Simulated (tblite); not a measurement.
Compound: C₅H₁₀O₂Si.
Atom-mapped SMILES: `[O:1]=[C:2]([OH:3])[SiH:4]1[CH2:5][CH2:6][CH2:7][CH2:8]1` (hydrogens: H9 on O3; H10 on Si4; H11, H12 on C5; H13, H14 on C6; H15, H16 on C7; H17, H18 on C8)

Structure used (GFN2-xTB), in Å, numbered top down from 1:
```xyz
18
C5H10O2Si angstrom
O      3.2957   -1.3075    0.4182
C      2.3501   -0.6869    0.0040
O      2.4682    0.2116   -0.9820
Si     0.5462   -0.8222    0.6385
C     -0.7067   -1.0224   -0.7845
C     -1.8004   -0.0061   -0.4485
C     -1.1196    1.2601    0.0605
C     -0.1575    0.8660    1.1864
H      3.3897    0.2783   -1.2881
H      0.5082   -1.8660    1.6659
H     -0.2552   -0.7664   -1.7440
H     -1.1213   -2.0236   -0.8810
H     -2.4400   -0.4097    0.3390
H     -2.4274    0.2053   -1.3165
H     -1.8533    1.9911    0.4055
H     -0.5530    1.7101   -0.7568
H      0.5821    1.6463    1.3560
H     -0.7146    0.7484    2.1158
```

Calculated harmonic vibrations of the isolated species, GFN2-xTB (tblite), most abundant isotopes, no scaling. Against measured fundamentals such values can be off by several per cent, at times by over 20. Modes of hydrogen on silicon can be 10 to 20 % off. One conformer, not necessarily the lowest.

Harmonic wavenumbers (cm⁻¹): 28.8, 56.0, 104.7, 154.5, 260.5, 269.8, 364.9, 447.3, 462.1, 504.4, 576.8, 637.1, 669.0, 698.7, 716.4, 730.4, 756.9, 816.2, 897.5, 929.0, 963.4, 1026.5, 1052.8, 1105.5, 1109.7, 1122.9, 1195.9, 1208.7, 1214.7, 1268.2, 1272.5, 1322.9, 1337.8, 1467.2, 1474.9, 1493.6, 1504.0, 1759.2, 2260.3, 2965.8, 2970.5, 2982.4, 2984.4, 2987.8, 2993.3, 3010.3, 3014.6, 3378.3.

A = 3281, B = 1065, C = 1046 MHz; mass 130.045 u (most abundant isotopes); point group C1, symmetry number 1.

Question: Zero-point energy?

Answer: Half the sum of the wavenumbers: 31265 cm⁻¹ = 89.39 kcal/mol.

Question: What is S at 350 K and 1 bar for an ideal gas of classical rigid rotors and harmonic oscillators?

Answer: Translation 41.32, rotation 29.34, vibration 31.46: S = 102.1 cal/(mol K).

Question: And Cp and H(350 K) − H(0)?

Answer: Cp = 41.04 cal/(mol K), of which vibrations give 33.09 (their classical limit is 48 R = 95.4); H(350 K) − H(0) = 8.38 kcal/mol without the zero-point energy, 5.60 from vibrations.

Question: How do the functions run with temperature in this model?

Answer: 
```json
{"T (K)": "50", "S (cal/(mol K))": "59.4", "Cp (cal/(mol K))": "13.0", "H − H(0) (kcal/mol)": "0.52", "G − H(0) (kcal/mol)": "-2.45", "ln q(vib)": "0.86"}
{"T (K)": "100", "S (cal/(mol K))": "69.6", "Cp (cal/(mol K))": "16.8", "H − H(0) (kcal/mol)": "1.27", "G − H(0) (kcal/mol)": "-5.69", "ln q(vib)": "2.09"}
{"T (K)": "298.15", "S (cal/(mol K))": "96.0", "Cp (cal/(mol K))": "35.8", "H − H(0) (kcal/mol)": "6.39", "G − H(0) (kcal/mol)": "-22.23", "ln q(vib)": "6.60"}
{"T (K)": "373.15", "S (cal/(mol K))": "104.8", "Cp (cal/(mol K))": "43.3", "H − H(0) (kcal/mol)": "9.36", "G − H(0) (kcal/mol)": "-29.76", "ln q(vib)": "8.32"}
{"T (K)": "500", "S (cal/(mol K))": "119.0", "Cp (cal/(mol K))": "54.0", "H − H(0) (kcal/mol)": "15.55", "G − H(0) (kcal/mol)": "-43.97", "ln q(vib)": "11.26"}
{"T (K)": "750", "S (cal/(mol K))": "144.0", "Cp (cal/(mol K))": "68.7", "H − H(0) (kcal/mol)": "31.03", "G − H(0) (kcal/mol)": "-76.93", "ln q(vib)": "17.01"}
{"T (K)": "1000", "S (cal/(mol K))": "165.1", "Cp (cal/(mol K))": "78.1", "H − H(0) (kcal/mol)": "49.46", "G − H(0) (kcal/mol)": "-115.63", "ln q(vib)": "22.43"}
```

q(vib) and H(0) count from the zero-point level.

Question: Which modes carry the vibrational entropy at 350 K?

Answer: 28.8 cm⁻¹: 6.23; 56.0 cm⁻¹: 4.91; 104.7 cm⁻¹: 3.68; 154.5 cm⁻¹: 2.92; 260.5 cm⁻¹: 1.94; 269.8 cm⁻¹: 1.88 cal/(mol K); the other 42 give 9.90 together.

Question: What must be added to the electronic energy to get the Gibbs energy at 350 K and 1 bar?

Answer: ZPE + [H(350 K) − H(0)] − T·S = 89.39 + 8.38 − 35.74 = 62.03 kcal/mol.

Question: Blend soft modes into free rotors: weight 1/[1 + (100 cm⁻¹/ν̃)⁴] for the oscillator and the rest for a rotor with moment μB/(μ + B), μ = h/(8π²ν), B = 10⁻⁴⁴ kg m². What vibrational entropy results?

Answer: 27.93 cal/(mol K) in place of 31.46, which changes −T·S at 350 K by +1.23 kcal/mol.

Hindered rotation and anharmonicity are outside this model. Other conformers, if any are populated, would add a mixing term that is left out. The structure is chiral; the term R ln 2 for an equal mix with its mirror image is left out.

On Arm Neoverse N1, one thread (shared host), this took 1.1 s of wall time. This covers the Hessian and the dipole derivatives.
